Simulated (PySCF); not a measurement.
`C[S][Ga]([CH3])[CH3]`, C3H9GaS

Geometry (Å), atoms numbered from 1 in this order:
```xyz
14

Ga   -0.227    0.533   -0.312
C     1.745    0.421    0.260
H     1.846    0.209    1.329
H     2.229    1.378    0.058
H     2.285   -0.354   -0.292
C    -1.159    2.116   -1.208
H    -0.596    2.469   -2.076
H    -1.261    2.954   -0.513
H    -2.158    1.817   -1.535
S    -1.568   -1.247    0.059
C    -0.439   -2.402    0.934
H     0.599   -2.100    0.797
H    -0.599   -3.389    0.511
H    -0.697   -2.405    1.989
```

Method used: GIAO X3LYP/def2-SVP magnetisability, rotational g tensor and spin-rotation constants, non-relativistic, gas phase in PySCF 2.14.0. Geometry: GFN2-xTB.

The calculation is non-relativistic, which matters for the atoms heavier than Zn.

Task: Give the nuclear spin-rotation constants along the inertial axes (H = +C I·J) beside the isotropic shieldings.

Result: Rotational constants 3.6858, 1.7851, 1.2308 GHz. A star marks the isotopologue with that one atom substituted, in its own axes.
| atom | isotope | Caa (kHz) | Cbb (kHz) | Ccc (kHz) | mean (kHz) | σ (ppm) |
| --- | --- | --- | --- | --- | --- | --- |
| Ga1 | 69Ga | 7.609 | 3.664 | 2.248 | 4.507 | 1283.7 |
| H3 | 1H | -0.325 | -0.149 | -0.052 | -0.175 | 31.2 |
| H4 | 1H | 0.019 | -0.176 | -0.146 | -0.101 | 31.2 |
| H5 | 1H | -0.369 | -0.152 | -0.037 | -0.186 | 31.2 |
| H7 | 1H | -0.190 | -0.195 | -0.066 | -0.150 | 31.3 |
| H8 | 1H | -0.305 | -0.204 | -0.024 | -0.177 | 31.4 |
| H9 | 1H | -0.360 | 0.005 | -0.139 | -0.165 | 31.0 |
| H12 | 1H | -0.254 | -0.029 | -0.122 | -0.135 | 29.5 |
| H13 | 1H | -0.114 | -0.195 | -0.058 | -0.122 | 29.7 |
| H14 | 1H | -0.314 | -0.198 | 0.014 | -0.166 | 29.6 |
| C2 | 13C* | 0.462 | 0.196 | 0.107 | 0.255 | 189.9 |
| S10 | 33S* | 0.746 | 0.594 | 0.235 | 0.525 | 530.2 |
| C11 | 13C* | 0.464 | 0.218 | 0.163 | 0.282 | 176.7 |

For the geometry as given, no vibrational averaging.
